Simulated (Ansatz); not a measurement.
Frontier orbitals of `[Cl][Al]([Cl])[SeH]`.

Total charge 0; spin multiplicity 1. Correlated methods include outer-core shells of Se, which these sets cover unevenly. Scalar relativity is left out up to krypton. The geometry is a stationary point of PBE0-D4/def2-TZVP. It is one conformer, not always the lowest. Basis def2-TZVPP, the Gaussian-basis code of Ansatz.

| functional | HOMO (eV) | LUMO (eV) |
| --- | --- | --- |
| LDA (SPW92) | -6.83 | -2.22 |

Give HOMO and LUMO (eV) with PBE, revPBE, BLYP, r2SCAN, B97M-V, PBE0, B3LYP, r2SCANh, r2SCAN0, HSE06 (plane-wave form), BHLYP, CAM-B3LYP, LC-ωPBE, ωB97X-V, ωB97M-V, HF. (Estimate.)

The calculation gave: 
```
             functional    HOMO   LUMO
                    PBE   -6.68  -1.94
                 revPBE   -6.62  -1.80
                   BLYP   -6.48  -1.84
                 r2SCAN   -6.97  -1.55
                 B97M-V   -6.99  -1.59
                   PBE0   -7.82  -1.11
                  B3LYP   -7.56  -1.36
                r2SCANh   -7.39  -1.28
                r2SCAN0   -8.01  -0.89
HSE06 (plane-wave form)   -7.43  -1.49
                  BHLYP   -8.78  -0.27
              CAM-B3LYP   -9.07  -0.16
                LC-ωPBE  -10.47   1.00
                ωB97X-V  -10.10   0.89
                ωB97M-V   -9.95   0.61
                     HF  -10.33   1.88
```

B3LYP here is the variant with VWN-RPA as its local correlation; programs differ in this. LC-ωPBE has ω = 0.4 bohr⁻¹. Positive LUMOs are unbound and depend on the basis.
